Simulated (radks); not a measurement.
I XIII, configuration [Kr] 4d5.

Calculated with a radial shooting solver on a logarithmic mesh with Libxc functionals: Dirac Kohn-Sham, relativistic LDA (MacDonald-Vosko exchange, VWN5 correlation), spin-unpolarised, spherical densities, finite nucleus; open shells fill j = l - 1/2 first; Fermi nuclear charge, rms radius 4.75 fm.

Energy parts (eV):
part                       energy
total                 -191962.476
kinetic                202958.104
electron-nucleus      -456539.696
Hartree                 65882.643
exchange-correlation    -4263.526

Orbitals (lengths in bohr, moments of r in powers of bohr; r(90%) holds 90 % of the orbital's charge):
orbital  occ.  eigenvalue (eV)  r(90%)
1s1/2       2        -33010.59  0.0491
2s1/2       2        -5314.811   0.182
2p1/2       2        -5008.883   0.162
2p3/2       4        -4712.965   0.169
3s1/2       2        -1263.122   0.462
3p1/2       2        -1135.673   0.457
3p3/2       4        -1079.586   0.473
3d3/2       4        -853.6738   0.448
3d5/2       6        -841.7706   0.453
4s1/2       2        -402.1239    1.02
4p1/2       2        -355.7429    1.06
4p3/2       4        -343.2874    1.09
4d3/2       4        -266.1997    1.19
4d5/2       1        -263.9363    1.20

The highest occupied level is 4d5/2 at -263.94 eV. The electron density at the nucleus is 2.461e+05 e/bohr^3. Summed over all electrons, <r^2> = 10.67 bohr^2, which gives a Langevin (diamagnetic) susceptibility term of -8.45 x 10^-6 cm^3/mol. The density falls to 0.001 e/bohr^3 at r = 1.97 bohr.
